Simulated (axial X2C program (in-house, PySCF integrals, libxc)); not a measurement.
**Spin–orbit effects along a row: molecules with Ni, PBE0**

Calculated with an in-house relativistic program for diatomic molecules, spin-free (one-electron X2C) or two-component (2c: spin–orbit coupling with atomic mean-field Coulomb and Gaunt terms, which also bring small scalar terms), in Dyall basis sets with cores contracted in-house; open shells are unrestricted.

Basis sets: B dyall-v3z, Be dyall-cv3z, C dyall-v3z, F dyall-v3z, Li dyall-cv3z, Ni dyall-cv3z, Ni dyall-v3z.

```csv
molecule,spin-free state,Re (Å),ωe (cm⁻¹),De (eV),2c state,Re 2c (Å),ωe 2c (cm⁻¹),De 2c (eV)
LiNi,"M_S = 1/2, Λ = 2",2.269,393.3,1.49,Ω = 5/2,2.269,393.2,n/a
BeNi,"M_S = 1, Λ = 2",2.037,495.8,1.34,Ω = 3,2.037,495.6,n/a
NiB,"M_S = 1/2, Λ = 2",1.884,580.6,2.35,Ω = 5/2,1.884,580.3,n/a
NiC,"M_S = 0, Λ = 0",1.583,986.0,3.14,Ω = 0,1.583,984.3,n/a
NiF,"M_S = 1/2, Λ = 0",1.754,622.2,4.20,Ω = 1/2,1.754,621.9,n/a
```

Question: Work out the shifts from the spin-free to the two-component result.

Answer: 

| molecule | 2c state | ΔRe (Å) | Δωe (cm⁻¹) | ΔDe (eV) |
| --- | --- | --- | --- | --- |
| LiNi | Ω = 5/2 | 0.000 | -0.1 | n/a |
| BeNi | Ω = 3 | 0.000 | -0.2 | n/a |
| NiB | Ω = 5/2 | 0.000 | -0.3 | n/a |
| NiC | Ω = 0 | 0.000 | -1.7 | n/a |
| NiF | Ω = 1/2 | 0.000 | -0.3 | n/a |

Shifts of one unit in the last digit are rounding.

Each entry is the lowest single determinant of a limited PBE0 search at one distance. De goes to single-determinant-based atoms at the same level (for ions the charge split of lowest energy) and is withheld (n/a) where an atom does not fit its ground term or J level. Main or longest-lived isotopes. One determinant is a doubtful description, or other states lie close, for LiNi, BeNi, NiC, NiF; these need not be ground states, and all values refer to the states named. With several unpaired electrons the Ω given is that of one determinant, not necessarily of the lowest component. The functionals have no current term, which raises determinants with orbital currents.
